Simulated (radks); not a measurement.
Values are calculated unless marked as measured or tabulated.
Cd V, configuration [Kr] 4d7 4f1 (not the ground configuration).

Level of theory: Dirac Kohn-Sham, XLYP, spin-unpolarised, spherical densities, point nucleus; open shells fill j = l - 1/2 first (a radial shooting solver on a logarithmic mesh with Libxc functionals).

Energy parts (eV):
total: -152143.078
kinetic: 159566.274
electron-nucleus: -366405.407
Hartree: 58876.206
exchange-correlation: -4180.151

Orbitals (lengths in bohr, moments of r in powers of bohr; <r^-3> diverges for s and p1/2):
| orbital | occ. | eigenvalue (eV) | <r^4> | <r^-3> | <r> | <r^2> |
|---|---|---|---|---|---|---|
| 1s1/2 | 2 | -26580.92 | 4.063e-06 | - | 0.03039 | 0.001249 |
| 2s1/2 | 2 | -4000.310 | 0.0007156 | - | 0.1312 | 0.02037 |
| 2p1/2 | 2 | -3728.760 | 0.0004644 | - | 0.1112 | 0.01519 |
| 2p3/2 | 4 | -3536.166 | 0.0005387 | 3753 | 0.1164 | 0.01651 |
| 3s1/2 | 2 | -796.9654 | 0.03296 | - | 0.3580 | 0.1467 |
| 3p1/2 | 2 | -688.1957 | 0.03240 | - | 0.3493 | 0.1419 |
| 3p3/2 | 4 | -653.7641 | 0.03644 | 682.7 | 0.3603 | 0.1507 |
| 3d3/2 | 4 | -461.3253 | 0.03225 | 105.8 | 0.3323 | 0.1315 |
| 3d5/2 | 6 | -454.3211 | 0.03347 | 99.32 | 0.3358 | 0.1341 |
| 4s1/2 | 2 | -166.4966 | 1.064 | - | 0.8662 | 0.8480 |
| 4p1/2 | 2 | -130.9995 | 1.404 | - | 0.9166 | 0.9578 |
| 4p3/2 | 4 | -124.8388 | 1.579 | 122.4 | 0.9440 | 1.016 |
| 4d3/2 | 4 | -69.0594 | 3.658 | 13.52 | 1.120 | 1.467 |
| 4d5/2 | 3 | -68.1831 | 3.801 | 12.61 | 1.131 | 1.495 |
| 5s1/2 | 0 | -47.5600 | 33.41 | - | 2.082 | 4.841 |
| 5p1/2 | 0 | -38.5449 | 53.12 | - | 2.330 | 6.076 |
| 5p3/2 | 0 | -37.5785 | 58.14 | 19.37 | 2.385 | 6.365 |
| 4f5/2 | 1 | -20.9559 | 112.2 | 0.3502 | 2.559 | 7.866 |
| 4f7/2 | 0 | -20.9407 | 112.8 | 0.3462 | 2.563 | 7.889 |

The highest occupied level is 4f5/2 at -20.956 eV. The configuration is held as typed, so some empty levels lie below it. Summed over all electrons, <r^2> = 28.54 bohr^2, which gives a Langevin (diamagnetic) susceptibility term of -22.6 x 10^-6 cm^3/mol.
